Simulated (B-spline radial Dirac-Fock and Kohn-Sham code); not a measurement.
**Characteristic X-ray lines: Ge²⁺**

System: the Ge²⁺ ion, configuration 1s2 2s2 2p6 3s2 3p6 3d10 4s2, inside a Watson sphere of charge -2 and radius 2.4 Å (a model of the Madelung potential; inside it an electron's potential energy is raised by 12.0 eV).

The run's input, task.json:

```json
{"items": [{
  "Z": 32,
  "q": 2,
  "cfg": [[1, 0, 2], [2, 0, 2], [2, 1, 6], [3, 0, 2], [3, 1, 6], [3, 2, 10], [4, 0, 2]],
  "A": 74,
  "rrms": 4.0742,
  "watson": [-2, 2.4],
  "do": ["binding"]
}]}
```

Command: `python xray_run.py task.json out`

Method: relaxed Dirac-Fock hole states (ΔSCF) with Breit and QED corrections and a finite nucleus. Computed with an atomic code on a B-spline grid. A line energy is the difference of two single-hole energies; the list is a selection of electric-dipole transitions between resolved j subshells. Correlation energy is missing from these numbers.

| line | energy (eV) | wavelength (Å) |
| --- | --- | --- |
| Kβ1 | 10980.1 | 1.1292 |
| Kβ3 | 10975.9 | 1.1296 |
| Kα1 | 9886.0 | 1.2541 |
| Kα2 | 9854.7 | 1.2581 |
| Lβ3 | 1294.2 | 9.5799 |
| Lβ4 | 1289.9 | 9.6117 |
| Lγ5 | 1247.7 | 9.9371 |
| Lβ1 | 1221.2 | 10.152 |
| Lβ6 | 1216.4 | 10.192 |
| Lα1 | 1190.5 | 10.414 |
| Lα2 | 1190.0 | 10.419 |
| Lη | 1064.4 | 11.648 |
| Lℓ | 1033.2 | 12.000 |
| M2-N1 | 126.6 | 97.972 |
| M3-N1 | 122.3 | 101.40 |
